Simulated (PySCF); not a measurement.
**Computed structure and properties of [PbF3]+**

System: [PbF3]+ (singlet); start: released along the symmetry-breaking force (C3v). Method: PySCF 2.14.0, RKS TPSS, Pb def2-SVP with ECP60, F def2-SVP; non-relativistic Hamiltonian with scalar-relativistic core potentials where named; density fitting; no spin-orbit coupling.

Input of the relaxation:

```python
mol = gto.M(atom='''
Pb    -0.00000     0.00000     0.00460
F      2.00235    -0.00195    -0.01612
F     -0.99948     1.73506    -0.01713
F     -1.00285    -1.73311    -0.01713''',
    basis={'Pb': 'def2-SVP', 'F': 'def2-SVP'},
    ecp={'Pb': 'def2-SVP'},
    charge=1, spin=0)
mf = dft.RKS(mol, xc='TPSS')
mf.grids.atom_grid = (50, 194)
mf = mf.density_fit()  # fitting sets: Pb def2-universal-JKFIT, F def2-universal-JKFIT
mf.conv_tol = 1e-08; mf.max_cycle = 55
mf.kernel(dm0)  # dm0: converged density of the start geometry
# quasi-Newton relaxation in Cartesian coordinates to a largest gradient under 0.00045 Eh/bohr
```

Run from Python with OMP_NUM_THREADS=2; the lines above give its settings. Where DIIS fails, smearing, a level shift and second-order steps follow.
It took 13 s on 2 threads of Arm Neoverse V1 (shared host), from the converged density of the start.

Course of the relaxation:

| step | energy above end (eV) | largest force component within the symmetry (eV/Å) |
| --- | --- | --- |
| 0 | 0.0161 | 0.076 |
| 1 | 0.0138 | 0.083 |
| 2 | 0.0091 | 0.096 |
| 3 | 0.0014 | 0.158 |
| 4 | 0.0010 | 0.028 |
| 5 | 0.0006 | 0.017 |
| 6 | -0.0001 | 0.007 |
| 7 | 0.0000 | 0.001 |

Relaxed geometry (C2v):

```xyz
4

Pb   -0.0580    0.0001   -0.0115
F     1.9475   -0.0020   -0.0106
F    -0.9430    1.7951   -0.0118
F    -0.9464   -1.7933   -0.0118
```

```json
{"contact": "Pb1–F2 (F)", "Å": "2.005"}
{"contact": "Pb1–F3 (F)", "Å": "2.001"}
{"contact": "Pb1–F4 (F)", "Å": "2.001"}
```

On the finer grid (75, 302):

| Quantity | Value |
| --- | --- |
| HOMO | -16.20 eV |
| LUMO | -13.71 eV |
| Dipole about the centre of mass | 0.46 D |
| Set of Mulliken populations of Pb1 outside the core potential | s 3.30, p 6.88, d 10.23 |
| D3(BJ) dispersion energy (not in the energies) | -0.061 eV |

| atom | Mulliken (e) | Löwdin (e) | spin (e) |
| --- | --- | --- | --- |
| Pb1 | 1.59 | 1.30 | 0.00 |
| F2 | -0.20 | -0.11 | 0.00 |
| F3 | -0.19 | -0.10 | 0.00 |
| F4 | -0.19 | -0.10 | 0.00 |

No frequency check is given here.

Taking off one F (charge -1, singlet; the rest: singlet) in vacuum, both parts rigid, costs 19.78 eV; the small basis without counterpoise inflates it. Most of it is the attraction of opposite charges; other ways to part are cheaper, and one spin state was tried for the rest.

Rigid scan of F along the line from its metal, all other atoms held (where the atom bridges, its other bond changes as well):

distance to F2 (Å), energy (eV) and a bar:
```
     1.71      1.685 #############################
     1.81      0.618 ##########
     1.91      0.129 ##
     2.01      0.000 
     2.11      0.093 ##
     2.21      0.312 #####
     2.41      0.902 ###############
     2.71      1.773 ##############################
```

One start shape was tried, so this needn't be the lowest isomer.
